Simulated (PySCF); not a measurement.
## Level sweep

Compound: C2H10BN.
Bonds: C1–B2, B2–N3, N3–C4. Hydrogens: H5, H6, H7 on C1; H8, H9 on B2; H10, H11 on N3; H12, H13, H14 on C4.

PySCF, dipoles from the SCF density, polarisabilities from static response with core orbitals frozen. Isolated species at its PBE0-D3(BJ)/def2-SVP geometry (one conformer only).

Q: Compare the levels for these properties.

A: 

```json
{"level": "LDA/def2-SVPD", "μ (D)": "4.917", "α (au)": "59.24", "anisotropy (au)": "13.33"}
{"level": "PBE/def2-SVPD", "μ (D)": "4.941", "α (au)": "57.96", "anisotropy (au)": "13.03"}
{"level": "B3LYP/def2-SVPD", "μ (D)": "5.018", "α (au)": "56.03", "anisotropy (au)": "11.53"}
{"level": "PBE0/def2-SVPD", "μ (D)": "5.015", "α (au)": "55.46", "anisotropy (au)": "11.64"}
{"level": "BHandHLYP/def2-SVPD", "μ (D)": "5.081", "α (au)": "53.74", "anisotropy (au)": "10.35"}
{"level": "CAM-B3LYP/def2-SVPD", "μ (D)": "5.060", "α (au)": "55.06", "anisotropy (au)": "10.70"}
{"level": "wB97X-D/def2-SVPD", "μ (D)": "5.080", "α (au)": "55.15", "anisotropy (au)": "10.66"}
{"level": "LC-wPBE/def2-SVPD", "μ (D)": "5.097", "α (au)": "53.51", "anisotropy (au)": "10.17"}
{"level": "HF/def2-SVPD", "μ (D)": "5.182", "α (au)": "51.54", "anisotropy (au)": "8.87"}
{"level": "PBE0/6-31G*", "μ (D)": "5.174", "α (au)": "44.67", "anisotropy (au)": "8.01"}
{"level": "PBE0/6-31+G*", "μ (D)": "5.164", "α (au)": "50.76", "anisotropy (au)": "9.08"}
{"level": "PBE0/def2-SVP", "μ (D)": "5.223", "α (au)": "47.02", "anisotropy (au)": "8.44"}
{"level": "PBE0/aug-cc-pVDZ", "μ (D)": "4.970", "α (au)": "56.82", "anisotropy (au)": "12.26"}
{"level": "PBE0/def2-TZVP", "μ (D)": "5.042", "α (au)": "53.30", "anisotropy (au)": "10.85"}
{"level": "PBE0/def2-TZVPD", "μ (D)": "4.970", "α (au)": "56.51", "anisotropy (au)": "12.28"}
```

The anisotropy is √(½[(α1 − α2)² + (α2 − α3)² + (α3 − α1)²]). The dipole runs from 4.92 D (LDA/def2-SVPD) to 5.22 D (PBE0/def2-SVP). No reference polarisability is at hand; against PBE0 in the largest diffuse basis at hand (def2-TZVPD) the other PBE0 rows deviate by 6-31G* -21%, 6-31+G* -10%, def2-SVP -17%, def2-SVPD -2%, aug-cc-pVDZ +1%, def2-TZVP -6%. In one basis (def2-SVPD) the functionals order the polarisability from HF (lowest) to LDA (highest), a spread of 15%. With PBE0 the polarisability is 48.33 au without diffuse functions (mean of 6-31G*, def2-SVP and def2-TZVP) and 54.89 au with them (mean of 6-31+G*, def2-SVPD, aug-cc-pVDZ and def2-TZVPD).

Without π bonds the low states are Rydberg-like; a valence basis with one diffuse set may place them up to an eV too high.
